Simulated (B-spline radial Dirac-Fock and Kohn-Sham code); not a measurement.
## Dipole and non-dipole photoemission parameters of Bi⁺ 6p1/2

System: Bi⁺, 1s2 2s2 2p6 3s2 3p6 3d10 4s2 4p6 4d10 4f14 5s2 5p6 5d10 6s2 6p2; threshold 15.99 eV (orbital energy of the model). Method: Dirac-Hartree-Slater photoionisation with a Latter tail; cross sections with all multipoles, angular parameters from the dipole term and its interference with E2. Computed with an atomic code on a B-spline grid.

Input file task.json (cfg lists n, l and occupation; rrms is the nuclear radius in fm):

```json
{"items": [{
  "Z": 83,
  "q": 1,
  "cfg": [[1, 0, 2], [2, 0, 2], [2, 1, 6], [3, 0, 2], [3, 1, 6], [3, 2, 10], [4, 0, 2], [4, 1, 6], [4, 2, 10], [4, 3, 14], [5, 0, 2], [5, 1, 6], [5, 2, 10], [6, 0, 2], [6, 1, 2]],
  "A": 209,
  "rrms": 5.5211,
  "do": "xps",
  "hv": [60, 68.4, 82.7, 141.0, 150, 200, 231.0, 279.0, 291.0, 368.0, 400.0, 562.0, 718.0, 1080.0, 1253.6, 1486.9, 2290.0, 2950.0, 3420.0, 3610.0, 4000, 4840.0, 5414.7, 6540.0, 7670.0, 8940.0, 9150.0, 11300.0, 13600.0, 15000]
}]}
```

Run with: `python xray2_run.py task.json out`

```tsv
hν (eV)	σ (kb)	β	γ	δ
60	95.3	1.629	0.200	-0.012
68.4	65.5	1.512	0.253	-0.014
82.7	37.3	1.290	0.310	-0.015
141	8.29	0.461	0.232	0.002
150	7.09	0.368	0.201	0.006
200	3.65	0.038	0.044	0.027
231	2.75	-0.018	-0.014	0.036
279	2.01	0.044	-0.037	0.044
291	1.89	0.076	-0.032	0.044
368	1.37	0.340	0.055	0.043
400	1.24	0.452	0.102	0.040
562	0.852	0.899	0.310	0.025
718	0.651	1.160	0.418	0.014
1080	0.404	1.460	0.445	0.001
1253.6	0.337	1.534	0.412	-0.002
1486.9	0.270	1.600	0.352	-0.004
2290	0.147	1.698	0.153	-0.006
2950	0.100	1.722	0.050	-0.007
3420	0.0788	1.727	0.010	-0.007
3610	0.0720	1.727	0.000	-0.007
4000	0.0606	1.726	-0.011	-0.007
4840	0.0433	1.717	0.000	-0.008
5414.7	0.0353	1.708	0.028	-0.008
6540	0.0247	1.689	0.112	-0.007
7670	?	?	?	?
8940	0.0133	1.644	0.351	-0.004
9150	0.0127	1.640	0.374	-0.003
11300	0.00809	1.601	0.608	0.002
13600	0.00538	1.562	0.851	0.010
15000	0.00431	1.540	0.991	0.016
```

Problem. Give the values at 7670 eV.

Solution. σ = 0.0181 kb, β = 1.668, γ = 0.218, δ = -0.006.
